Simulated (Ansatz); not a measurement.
The lowest singlet and triplet of SO2 (SMILES O=S=O); geometries from B3LYP-D3(BJ)/def2-TZVP, each state relaxed from the structure named, with no frequency check.
Singlet (charge 0, multiplicity 1):
```csv
atom,x (Å),y (Å),z (Å)
O,-1.2305,-0.3924,0.0000
S,-0.0079,0.3657,0.0000
O,1.2463,-0.3390,0.0000
```

A positive gap puts the triplet lower; no zero-point energy. R- takes a restricted singlet. U- takes an unrestricted singlet (broken symmetry where lower, unprojected). The triplet is unrestricted in single-reference levels. Active spaces average the two states.

Cores are frozen in the correlated methods.

Run with Ansatz (a quantum-chemistry and plane-wave program). Each number belongs to the level named beside it.

```csv
level,"gap E(singlet) − E(triplet), vertical, at the singlet's geometry (kcal/mol)"
R-r2SCAN/def2-TZVPP,-68.33
U-r2SCAN/def2-TZVPP,-68.33
U-B3LYP/def2-TZVPP,(withheld)
R-wB97M-V/def2-TZVPP,-78.06
U-SCS-MP2/cc-pV(T+d)Z,(withheld)
U-CCSD/cc-pV(Q+d)Z,-78.19
"FIC-NEVPT4(SD) on SA-CASSCF(12,9)/cc-pV(D+d)Z",-79.66
"FIC-NEVPT4(SD) on SA-CASSCF(12,9)/cc-pV(T+d)Z",-80.69
"FIC-MRCISD+Q on SA-CASSCF(12,9)/cc-pV(T+d)Z",-81.93
```

**Question.** What belongs in the gaps?

**Answer.** 
- U-B3LYP/def2-TZVPP, gap E(singlet) − E(triplet), vertical, at the singlet's geometry (kcal/mol): -71.87
- U-SCS-MP2/cc-pV(T+d)Z, gap E(singlet) − E(triplet), vertical, at the singlet's geometry (kcal/mol): -98.21

Doubts at one or more of the structures used: T1 above 0.05 (U-CCSD/cc-pV(Q+d)Z).
